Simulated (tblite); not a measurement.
Run record: tight-binding relaxation, `[GeH3][O]c1ccc2c(c1)OBO2`.

Computed with GFN2-xTB geometry optimisation, gas phase (tblite 0.8.0). Start geometry: from a force field or distance geometry. A driver script takes a list of jobs; this job's settings line and coordinates (Å) are shown.

Command:
```bash
OMP_NUM_THREADS=1 python probes_run.py task.json out
```

Input:
```
{"job": {"kind": "relax", "xc": "GFN2-xTB", "basis": "xTB"}, "charge": 0, "multiplicity": 1}
Ge    -3.430600     0.503600    -0.112800
O     -2.223800    -0.835900    -0.217300
C     -0.820100    -0.673200    -0.133800
C     -0.015700    -1.812500    -0.236000
C      1.383500    -1.722000    -0.156700
C      1.945600    -0.459000    -0.012700
C      1.166900     0.676400     0.075700
C     -0.217900     0.605700     0.023600
O      1.930800     1.821200     0.230300
B      3.316000     1.310900     0.232300
O      3.301000    -0.166900     0.070200
H     -3.295500     1.237700     1.246800
H     -4.872900    -0.081900    -0.217800
H     -3.192600     1.504900    -1.274600
H     -0.475600    -2.785200    -0.345100
H      2.005000    -2.601100    -0.221100
H     -0.802600     1.513200     0.096300
H      4.289700     1.970600     0.334400
```

Output:
```
step      E/eV     max force
  0    -867.28518    3.284
  1    -867.63642    1.560
  2    -867.75592    1.004
  3    -867.79621    0.594
  4    -867.83654    0.888
  5    -867.85948    0.741
  6    -867.87967    0.362
  7    -867.88815    0.347
  8    -867.90513    0.580
  9    -867.91953    0.603
... (18 lines left out)
 28    -867.94954    0.072
 29    -867.95022    0.084
 30    -867.95073    0.054
 31    -867.95106    0.051
 32    -867.95124    0.039
 33    -867.95133    0.026
 34    -867.95138    0.015
 35    -867.95141    0.016
 36    -867.95144    0.013
 37    -867.95145    0.009
```

«max force» is the largest atomic force in eV/Å.

Problem. From which step on does the largest force stay under 0.1 eV/Å, and how much energy is left to gain from there?

Solution. From step 15 (0.091 eV/Å), 7.0 meV above the end.

Summary of the converged run: energy lowered by 15.4 kcal/mol over 37 steps; largest atomic force 0.009 eV/Å at the end.

Hardware: one thread of an Arm Neoverse V1, no GPU, on a shared host.
Labels such as C1 count atoms from 1, the log's own numbers from 0.
